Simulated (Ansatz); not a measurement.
Two structures, one formula

The two ends of one reaction step of BSiH5Cl2O, singlet (PBE0-D4/def2-TZVP).

A:

```xyz
10
angstrom
B -1.4377 -0.5822 -1.1917
O -0.6444 -1.5402 -0.6881
Cl -0.9407 0.3832 -2.5774
Cl -2.9902 -0.3012 -0.4472
Si 1.1608 0.7320 1.2164
H -0.1263 1.3112 0.7563
H 1.8742 0.1420 0.0526
H 2.0037 1.8024 1.8060
H 0.9068 -0.3238 2.2264
H 0.1939 -1.6234 -1.1533
```

B:

B1  (-1.265, 0.264, -0.475)
O2  (0.015, -0.678, -0.240)
Cl3  (-0.941, 1.098, -2.069)
Cl4  (-2.707, -0.825, -0.483)
Si5  (1.234, -0.027, 0.778)
H6  (-1.213, 1.010, 0.468)
H7  (2.376, -0.948, 0.586)
H8  (1.553, 1.344, 0.339)
H9  (0.685, -0.089, 2.143)
H10  (0.264, -1.150, -1.046)
(Å)

Computed with Ansatz 0.2.0 (basis: def2-TZVPP); correlated methods freeze the cores. B3LYP uses VWN-RPA correlation.

(1) Which structure is lower at CCSD(T), and by how much? (To be estimated.)

T1 diagnostic: at most 0.012.

Results:

(1) By the calculation: A, by 17.9 kJ/mol (electronic energy, against the other). By their contacts, A is a complex of BHCl₂O ([OH][B]([Cl])[Cl]) + SiH₄ and B is BSiH₅Cl₂O ([SiH3][OH][BH]([Cl])[Cl]).

All methods give the same order:

| method | E(B) − E(A) (kJ/mol) |
| --- | --- |
| SPW92 | 0.6 |
| PBE-D4 | 25.1 |
| BLYP-D4 | 30.5 |
| r2SCAN-D4 | 20.8 |
| B97M-V | 31.8 |
| PBE0-D4 | 17.8 |
| B3LYP-D4 | 24.0 |
| r2SCAN0-D4 | 15.0 |
| BHLYP-D4 | 16.2 |
| CAM-B3LYP-D4 | 18.0 |
| wB97X-V | 16.1 |
| wB97M-V | 16.0 |
| B2PLYP | 22.9 |
| PBE-QIDH | 11.2 |
| RPA on PBE | 22.9 |
| HF | 35.0 |
| MP2 | 10.8 |
| CCSD | 18.8 |
| CCSD(T) | 17.9 |

Labels in which every atom is bracketed show which atoms are joined, not bond orders.

For scale, one of the runs: CCSD(T)/def2-TZVPP, 258 basis functions, launched by `ansatz run in.yaml --threads 8 --pin off --events-out ev --progress --plain --max-ram 19148MiB`. The run took 20 s on 8 CPU threads of an Intel Xeon 6975P-C (shared host), with 6.2 GiB of host memory at its peak.
